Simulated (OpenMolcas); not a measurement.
A run on Mn2+ among 5 point charges of -2 e arranged as a trigonal bipyramid (D3h), 2.03 Å from the ion, with the axial distance 1.989 Å.

- Program: OpenMolcas
- Method: SS-CASPT2, IPEA 0.25 Eh, imaginary shift 0.1 Eh (closed shells correlated: 3s 3p)
- Basis: ANO-RCC-VTZP [6s5p3d2f1g]
- Scalar Hamiltonian: DKH2, point nucleus
- Active space: 5 electrons in 5 orbitals (3d)
- State averaging: 2S+1 = 6 even, 1 root; 2S+1 = 4 even, 24 roots; 2S+1 = 2 even, 75 roots
- Spin-orbit coupling: state interaction with AMFI integrals over the reference wave functions

First CASPT2 step and the start of its output:

```
&CASPT2
Multistate=1 1
Frozen=5
IPEA=0.25
Imaginary=0.1
MaxIter=60
WThr=0.0 0.3 0.05
PrWF=0.5
NoMix
```

```
--- CASPT2 ---
Orbital specifications:
      -----------------------

      Symmetry species                           1
                                                 a
      Frozen orbitals                            5
      Inactive orbitals                          4
      Active orbitals                            5
      Secondary orbitals                        45
      Deleted orbitals                           0
      Number of basis functions                 59
Type of calculation                        SS-CASPT2
      Fock operator                              state-specific
      IPEA shift                                 0.25
      Real shift                                 0.00
      Imaginary shift                            0.10
      The input orbitals will be transformed to quasi-canonical
Reference energy:       -1161.8786593621
      E2 (Non-variational):      -0.4272220954
      Shift correction:          -0.0019887391
      E2 (Variational):          -0.4292108345
      Total energy:           -1162.3078701965
      Residual norm:              0.0000002611
      Reference weight:           0.91867
      Contributions to the CASPT2 correlation energy
      Active & Virtual Only:         -0.0851732110
      One Inactive Excited:          -0.2175964748
      Two Inactive Excited:          -0.1244524095
::    CASPT2 Root  1     Total energy:  -1162.30787020
--- CASPT2 ---
Orbital specifications:
      -----------------------

      Symmetry species                           1
                                                 a
      Frozen orbitals                            5
      Inactive orbitals                          4
      Active orbitals                            5
      Secondary orbitals                        45
...
```

Over all roots the printed reference weights run from 0.04 to 0.93, and roots that are degenerate in the reference spread by up to 6200 cm-1.

Q: Did the run give usable levels, and if not, why?

A: No. The equations converged, but the reference weight falls to 0.04 for at least one root against 0.93 for the best. A drop of that size marks an intruder state, so the energies of such roots and the levels built on them can't be trusted.
